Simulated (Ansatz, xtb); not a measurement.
FGaH6Si2: where a starting geometry ends

The starting geometry of this gas-phase singlet has its atoms placed at random.

```yaml
atoms:
  - { symbol: F, position_ang: [-1.1784, -1.8620, 0.0810] }
  - { symbol: Ga, position_ang: [0.1863, 0.9247, 0.8865] }
  - { symbol: Si, position_ang: [1.4637, -0.5740, 0.0319] }
  - { symbol: Si, position_ang: [-0.8494, -0.6733, -1.1191] }
  - { symbol: H, position_ang: [-1.4238, 1.4987, 0.8358] }
  - { symbol: H, position_ang: [0.7863, 0.2956, -1.2437] }
  - { symbol: H, position_ang: [2.4626, 0.3192, 0.4402] }
  - { symbol: H, position_ang: [0.0890, -2.1037, -0.3492] }
  - { symbol: H, position_ang: [1.2390, -1.3448, -1.5086] }
  - { symbol: H, position_ang: [0.7629, 1.5314, -0.6771] }
```

Problem. Guess where an optimisation with r2SCAN-D4/def2-SVP ends from this start.

Solution. It ends as a structure with H6 bridging Ga2 and Si4, H9 bridging Si4 and Si3, given below by its coordinates. Distances that change by over a tenth: Ga2–Si3 (2.15 → 2.39 Å), Ga2–Si4 (2.77 → 3.10 Å), Ga2–H10 (1.77 → 1.56 Å), Si3–Si4 (2.59 → 2.96 Å). Contacts that open: Si3–H6 (1.69 → 2.91 Å). Contacts that close: Ga2–H6 (2.30 → 1.84 Å), Si3–H8 (2.09 → 1.49 Å), Si4–H6 (1.91 → 1.62 Å), Si4–H9 (2.23 → 1.75 Å).

The energy falls by 9.00 eV over 19 steps:

| step | E − E(last) (eV) |
| --- | --- |
| 1 | 8.999 |
| 3 | 5.542 |
| 5 | 3.590 |
| 7 | 2.022 |
| 9 | 1.123 |
| 11 | 0.390 |
| 13 | 0.068 |
| 15 | 0.007 |
| 17 | 0.001 |
| 19 | 0.000 |

Final geometry (Å):

```xyz
10

F    -1.4930   -1.5219   -0.6939
Ga    0.1000    1.1686    0.3270
Si    1.4399   -0.8139    0.2565
Si   -0.5850   -0.8774   -1.9053
H    -1.2230    1.1238    1.1440
H    -0.5269    0.6380   -1.3238
H     2.8968   -0.7691   -0.0814
H     1.1441   -2.0735    1.0021
H     0.9512   -1.3284   -1.2096
H     0.8341    2.4656   -0.1376
```

From the same start GFN2-xTB ends elsewhere, in pieces: FGaH4Si2 + H2.

From so rough a start the end depends on the optimiser's path, so another program may land elsewhere. No frequencies were run, so the end isn't proven a minimum. Run with Ansatz 0.2.0, 29 s on 2 threads of Intel(R) Xeon(R) 6975P-C (Granite Rapids), on a shared host.
